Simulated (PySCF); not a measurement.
Fractional electron number in Sc²⁺ (scandium, charge +2)

The 3d alpha orbital of [Ar] 3d1 is emptied in steps (occupation f), with all orbitals relaxed, ending at [Ar]. Computed with PySCF 2.14 in jorge-DZP-DKH, with scalar relativity by spin-free X2C-1e. The exact energy is a straight line in f; departures are measured from the line between the end points of the same method.

Among UHF, LDA, PBE, which shows the largest delocalisation error (convex curve), and which is closest to linear?

Most convex: LDA (-1.776 eV at f = 0.5); closest to linear: UHF (0.153 eV).

| f | UHF (eV) | LDA (eV) | PBE (eV) |
| --- | --- | --- | --- |
| 1 | 0.000 | 0.000 | 0.000 |
| 0.75 | 0.117 | -1.313 | -1.286 |
| 0.5 | 0.153 | -1.776 | -1.736 |
| 0.25 | 0.113 | -1.349 | -1.315 |
| 0 | 0.000 | 0.000 | 0.000 |

```csv
method,E(f=0) − E(f=1) (eV),−ε at f=1 (eV),−ε at f=0.5 (eV)
UHF,23.905,24.545,23.892
LDA,25.409,18.520,25.314
PBE,25.388,18.626,25.311
```

Reference removal energy between the ground levels: 24.757 eV (measured; NIST Atomic Spectra Database, ionization energies). The calculation has no spin-orbit coupling. UHF lacks correlation.
